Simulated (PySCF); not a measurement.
Method: B3LYP-D3(BJ)/def2-TZVP in PySCF 2.14.0. Gas-phase values, no solvent. One relaxed conformer stands for a flexible species; it need not be the lowest. B3LYP has the VWN-RPA correlation part, as in Gaussian. Delta-SCF ions had no search for a lower state. Excitations are Tamm–Dancoff values on a coarser integration grid. The basis has no diffuse functions, so Rydberg states are missing or too high.

Reference species (SMILES): `[OH][Al]([OH])[SH]` (neutral, multiplicity 1).

* **vertical ionisation energy (Delta-SCF)**: 10.05 eV
* **HOMO**: -7.41 eV
* **T1 excitation (TDA)**: 5.30 eV

Changed species: `[SH][Al]([SH])[SH]` (3 of 3 OH replaced by SH; the reference has 1 of 3 OH replaced by SH).

### Question
Give the shifts of the vertical ionisation energy (Delta-SCF), HOMO and T1 excitation (TDA).

### Answer
the vertical ionisation energy (Delta-SCF) decreases by 0.56 eV, to 9.49 eV; the HOMO falls by 0.04 eV, to -7.45 eV; the T1 excitation (TDA) falls by 0.05 eV, to 5.25 eV.
